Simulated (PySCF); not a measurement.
A geometry optimisation on `CC#C[C@@]12[C@H]3C[C@@H]1[C@@H]2C3`.

Computed with PBE0-D3(BJ)/def2-SVP geometry optimisation, gas phase (PySCF 2.14.0). Start geometry: GFN2-xTB. A driver script takes a list of jobs; this job's settings line and coordinates (Å) are shown.

Input:
```
{"job": {"xc": "PBE0", "basis": "def2-SVP", "d3": "d3bj", "grid": 1, "kind": "geom"}, "charge": 0, "multiplicity": 1}
C      3.827474     0.353307    -0.451980
C      2.396650     0.238354    -0.281615
C      1.206326     0.144499    -0.136396
C     -0.183763     0.026085     0.012745
C     -1.319606    -0.508240    -0.922043
C     -1.800305    -1.404160     0.226748
C     -1.069549    -0.445408     1.144066
C     -1.249298     0.944406     0.567710
C     -2.086147     0.799715    -0.686638
H      4.261951    -0.626204    -0.652972
H      4.054657     1.018875    -1.285049
H      4.277394     0.758322     0.454285
H     -1.182447    -0.905135    -1.921775
H     -1.336374    -2.388855     0.216381
H     -2.879740    -1.504264     0.351974
H     -0.796150    -0.612423     2.172329
H     -1.113471     1.835272     1.157430
H     -1.848981     1.565389    -1.423096
H     -3.168425     0.719716    -0.570041
```

Q: Estimate the output.

A: 
```
step   0  E = -348.17751289  max force = 0.018867
step   1  E = -348.17988334  max force = 0.002219
step   2  E = -348.17990876  max force = 0.000721
step   3  E = -348.17991150  max force = 0.000487
step   4  E = -348.17991280  max force = 0.000168
optimisation converged
```

Energies in Eh; «max force» is the largest Cartesian gradient component in Eh/bohr.

Q: Give the first gradient maximum in eV/Å.

A: With 1 Eh/bohr = 51.422 eV/Å, 0.970 eV/Å.

Main results: final energy -348.17991 Eh after 4 steps; dipole 0.24 D.

Rough CPU time on one thread of a shared machine: about 2.6 min.
Labels such as C1 count atoms from 1, the log's own numbers from 0.
